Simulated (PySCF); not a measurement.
# Electronic structure of Ta⁺ (tantalum, charge +1) at the UHF level

Configuration: [Xe] 4f14 5d3 6s1, high-spin 5F determinant. Computed with PySCF 2.14 in aug-cc-pVDZ-PP with ECP60MDF (5s5p4d2f, 54 functions), with a scalar-relativistic core potential.

```json
{"Total energy": "-56.528667 hartree", "One-electron energy": "-91.8285 hartree", "Hartree (Coulomb) energy": "41.3170 hartree", "Exchange energy": "-6.0172 hartree", "⟨S²⟩": "6.0049", "⟨L²⟩": "12.030", "Sum of ⟨r⟩": "19.67 bohr", "Sum of ⟨r²⟩": "41.27 bohr²"}
```

```tsv
shell	electrons	mean orbital energy (hartree)	rms radius, mean of both spins (bohr)
5s α	1	-3.47941	1.19
5s β	1	-3.36595	1.19
5p α	3	-2.09556	1.40
5p β	3	-1.92937	1.40
5d α	3	-0.59296	2.24
6s α	1	-0.52983	3.40
```

Energies and moments cover only the electrons outside the core potential. Spin-orbit coupling, absent here, splits the open shell strongly.
